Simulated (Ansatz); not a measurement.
Total energies of `[OH][Sb]1[CH2][O]1`.

Cartesian coordinates in Å:
```
O 0.4051 -2.0464 -0.1555
Sb 0.0849 -0.5239 -1.3405
C -0.3421 0.9741 0.0938
O 1.0031 0.9257 -0.2810
H 0.2998 -1.8392 0.7775
H -0.5634 0.6392 1.1100
H -0.8874 1.8705 -0.2043
```

The species carries charge 0 and has multiplicity 1. Correlated methods include outer-core shells of Sb, which these sets cover unevenly. Sb takes the def2 core potential. All single points use the PBE0-D4/def2-TZVP geometry. It is one conformer, not always the lowest. Basis def2-TZVPP, Ansatz.

RPA on PBE orbitals: Hartree–Fock energy of these orbitals -428.58936 Eh, correlation -1.47428 Eh (frozen core).

```
             functional  energy without D4 (Eh)  D4 term (kJ/mol)
            LDA (SPW92)              -428.88840                 –
                    PBE              -430.47904             -14.0
                 revPBE              -430.67709             -42.0
                   BLYP              -430.60298             -31.2
                 r2SCAN              -430.68365              -3.1
                 B97M-V              -430.63690                 –
                   PBE0              -430.48007             -11.7
                  B3LYP              -430.76524             -22.9
                r2SCANh              -430.65574              -3.3
                r2SCAN0              -430.61526              -3.7
HSE06 (plane-wave form)              -430.46973             -10.9
                  BHLYP              -430.50578             -18.3
              CAM-B3LYP              -430.59967             -11.9
                LC-ωPBE              -430.59295                 –
                ωB97X-V              -430.59637                 –
                ωB97M-V              -430.58170                 –
                 B2PLYP              -430.34545                 –
               PBE-QIDH              -430.25094                 –
```

B3LYP takes the VWN-RPA correlation (the form of Gaussian; ORCA's B3LYP/G). HSE06 is the plane-wave form, built on full-range PBE exchange. The double hybrids freeze the cores in their second-order part.

LC-ωPBE has ω = 0.4 bohr⁻¹.
